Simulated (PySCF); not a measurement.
Dipole response of Fe (iron, neutral)

[Ar] 3d6 4s2, high-spin 5D determinant. Calculation: PySCF 2.14, in x2c-TZVPPall with one added diffuse shell each of s, p, d, f type (7s6p5d3f1g, 80 functions); scalar relativity by spin-free X2C-1e. Coupled (time-dependent) response in atomic units; α is the mean over directions.

| method | mean α (bohr³) | α xx, yy, zz | C₆ (like pair) | S(−4) |
| --- | --- | --- | --- | --- |
| UHF | 81.90 | 80.85, 80.85, 84.00 | 779.3 | 5900 |
| PBE | 60.14 | 59.46, 59.46, 61.48 | 532.2 | 1999 |
| PBE0 | 63.86 | 63.06, 63.06, 65.46 | 575.8 | 2286 |

S(−4) is the Cauchy moment in α(ω) = α(0) + S(−4) ω² + …

Reference α: 62 ± 4 bohr³ (recommended; Schwerdtfeger and Nagle, table of static dipole polarizabilities (2023 update)). Published C₆: 482.0 (Chu and Dalgarno (2004); Tang, Norbeck and Certain (1976)).

Hartree-Fock lies above the reference because it lacks correlation, which contracts the outer shell.

α(iu) at PBE0:

```tsv
u (hartree)	α(iu) (bohr³)
0	63.86
0.0500	58.75
0.100	48.00
0.200	29.15
0.300	18.63
0.500	9.659
0.750	5.625
1.00	3.841
1.50	2.252
2.00	1.539
3.00	0.8841
5.00	0.4124
```

A single London oscillator, α(iu) = α/(1 + u²/ω²), gives C₆ = (3/4) ω α². Matching the computed C₆ needs ω = 4 × 575.8 / (3 × 63.86²) = 0.188 hartree.

The components differ because the open shell of this determinant is not spherical; for a pure term their mean is the scalar polarisability.
